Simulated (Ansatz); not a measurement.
`C#CB(Cl)Cl` and `COB(Cl)Cl` differ in one atom or group.

Ansatz, PBE0-D4/def2-TZVP geometries, multiplicity 1. Each molecule was computed in one conformer, which needn't be the lowest.

```tsv
property	`C#CB(Cl)Cl`
HOMO–LUMO gap (PBE/def2-TZVPP) / eV	4.12
size of the dipole moment (B3LYP/def2-TZVPP) / D	1.61
LUMO energy (PBE/def2-TZVPP) / eV	-3.18
HOMO energy (PBE0/def2-TZVPP) / eV	-8.60
HOMO–LUMO gap (B3LYP/def2-TZVPP) / eV	5.84
LUMO energy (B3LYP/def2-TZVPP) / eV	-2.48
```

Task: Give the same properties after the change, and the shifts. (Estimate.)

Result: The calculation gave: 
| property | `COB(Cl)Cl` | shift |
| --- | --- | --- |
| HOMO–LUMO gap (PBE/def2-TZVPP) / eV | 6.25 | 2.13 |
| size of the dipole moment (B3LYP/def2-TZVPP) / D | 2.42 | 0.81 |
| LUMO energy (PBE/def2-TZVPP) / eV | -1.21 | 1.97 |
| HOMO energy (PBE0/def2-TZVPP) / eV | -8.90 | -0.30 |
| HOMO–LUMO gap (B3LYP/def2-TZVPP) / eV | 8.18 | 2.34 |
| LUMO energy (B3LYP/def2-TZVPP) / eV | -0.42 | 2.06 |

With PBE0 the HOMO falls by 0.30 eV and the LUMO rises by 2.11 eV, so the gap widens by about 2.41 eV. PBE moves the HOMO by -0.15 eV and ωB97M-V by -0.32 eV. Dipoles are sizes alone; their direction can turn.

B3LYP here is the variant with VWN-RPA as its local correlation; programs differ in this.
